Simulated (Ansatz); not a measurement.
A structure relaxed at PBE/def2-SVP in Ansatz, charge 1, singlet:

```xyz
11

Na    1.420   -1.784    1.062
Na    1.000   -5.141   -0.219
Na    0.321    4.607    0.511
Na   -2.642    3.871   -1.170
Na   -0.207    1.250   -0.561
Na    3.754   -1.006    3.513
Na   -3.304    0.336   -2.110
Na    1.859    1.620    2.202
Na   -0.792   -2.207   -1.602
Na    3.364   -4.443    2.131
Na   -4.773    2.896   -3.757
```

(1) Give its formula.

(2) Summarise the bond lengths by kind (pairs closer than 1.2 times the sum of covalent radii, bridged metal pairs left out).

Results:

(1) Na11⁺.

(2) 21 × Na–Na 3.38 to 3.81 Å.

The restricted singlet is unstable towards broken spin symmetry in Hartree–Fock (as tested in another run); at PBE/def2-SVP this wasn't settled. Another isomer (singlet) lies 0.73 eV lower at PBE0/def2-TZVP; other spin states weren't run for this one.
